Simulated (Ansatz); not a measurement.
Mulliken charges of `FC(Cl)=C=C[SiH3]` from B3LYP/def2-TZVPP in Ansatz (PBE0-D4/def2-TZVP geometry).

| atom | x (Å) | y (Å) | z (Å) | charge (e) |
| --- | --- | --- | --- | --- |
| F1 | 0.547 | -2.499 | -1.702 | -0.172 |
| C2 | 0.491 | -2.041 | -0.453 | 0.124 |
| Cl3 | 1.410 | -2.980 | 0.641 | -0.055 |
| C4 | -0.202 | -0.997 | -0.111 | 0.038 |
| C5 | -0.838 | 0.082 | 0.240 | -0.209 |
| Si6 | -0.015 | 1.764 | 0.211 | 0.323 |
| H7 | -1.879 | 0.000 | 0.556 | 0.118 |
| H8 | -0.764 | 2.662 | -0.706 | -0.057 |
| H9 | -0.050 | 2.351 | 1.576 | -0.057 |
| H10 | 1.385 | 1.607 | -0.248 | -0.051 |

Question: By hand: the dipole of these point charges (1 e Å = 4.8032 D).

Answer: Σ q r = (-0.194, 0.488, 0.244) e Å, of length 0.579 e Å = 2.78 D.

Question: How does the dipole of the full density compare? (An estimate is asked.)

Answer: Ansatz gave: (-0.183, 0.274, 0.166) e Å, 1.77 D; the point charges give 1.57 times that, at 11° from its direction.

Point charges leave out the atoms' own dipoles, such as those of lone pairs, and Mulliken's split depends on the basis, so the two needn't agree.

B3LYP here is the variant with VWN-RPA as its local correlation; programs differ in this.
